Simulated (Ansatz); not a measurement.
`C[SiH](S)S` + `CCl` → `C[SiH](S)CCl` + H₂S  (formal exchange of groups at the Si–S bond)

Computed with Ansatz on PBE0-D4/def2-TZVP structures; ΔE is electronic, products minus reactants. CCSD(T)/CBS adds triple-zeta CCSD(T) − MP2 to the extrapolated MP2 energy (def2 sets, frozen cores). This one scheme is used for every species. DFT in def2-TZVPP. B3LYP here is the variant with VWN-RPA as its local correlation; programs differ in this. Each species was taken in one conformer, which may not be the lowest.

`C[SiH](S)S`:

Z-matrix (Å, degrees):
```
C
Si 1 1.860
H 1 1.093 2 110.6
H 1 1.092 2 110.8 3 120.2
H 1 1.092 2 110.0 3 -120.0
S 2 2.139 1 105.5 3 -59.3
S 2 2.138 1 113.5 3 177.4
H 2 1.484 1 111.7 3 62.0
H 6 1.343 2 94.6 1 -176.3
H 7 1.344 2 94.5 1 63.3
```

`CCl`:

Z-matrix (Å, degrees):
```
C
Cl 1 1.773
H 1 1.088 2 108.6
H 1 1.087 2 108.7 3 -120.0
H 1 1.088 2 108.7 3 120.0
```

`C[SiH](S)CCl`:

Z-matrix (Å, degrees):
```
C
Si 1 1.864
H 1 1.092 2 111.1
H 1 1.092 2 110.6 3 -120.1
H 1 1.093 2 110.6 3 120.4
S 2 2.135 1 107.1 3 59.3
C 2 1.886 1 110.5 3 -60.3
H 2 1.486 1 111.3 3 -179.1
H 6 1.345 2 93.6 1 -174.4
Cl 7 1.786 2 110.0 1 179.7
H 7 1.090 2 111.8 1 60.3
H 7 1.092 2 111.4 1 -61.6
```

H₂S:

Cartesian coordinates in Å:
```
S 0.069 0.312 0.531
H -0.722 0.465 -0.541
H 0.653 -0.778 0.011
```

Question: Is it downhill or uphill in electronic energy at CCSD(T)/CBS, and by how much? (Estimate.)

Answer: Computed: Uphill: ΔE = +67.3 kJ/mol.

Question: What do these levels give: PBE-D4, PBE0-D4, ωB97M-V, B2PLYP, PBE, PBE0, B3LYP, HF/def2-TZVPP, CCSD/def2-TZVPP, HF/def2-QZVPP, MP2/def2-QZVPP, HF/CBS(def2)? (An estimate is asked.)

Answer: The calculation gave: PBE-D4 70.4, PBE0-D4 71.3, ωB97M-V 66.6, B2PLYP 70.7, PBE 72.8, PBE0 73.5, B3LYP 72.1, HF/def2-TZVPP 74.9, CCSD/def2-TZVPP 65.6, HF/def2-QZVPP 74.7, MP2/def2-QZVPP 69.8, HF/CBS(def2) 74.7 kJ/mol.

Largest T1 diagnostic among the species: 0.011.

The D4 term adds −3.7 kJ/mol with B3LYP and −2.2 kJ/mol with PBE0; it sums over pairs of atoms, weighted by their polarisabilities, and B3LYP, whose exchange is more repulsive, gets the larger term. In def2-TZVPP, CCSD(T) changes the Hartree–Fock value by −9.7 kJ/mol (the triples alone add −0.4 kJ/mol) and MP2 by −6.2 kJ/mol.
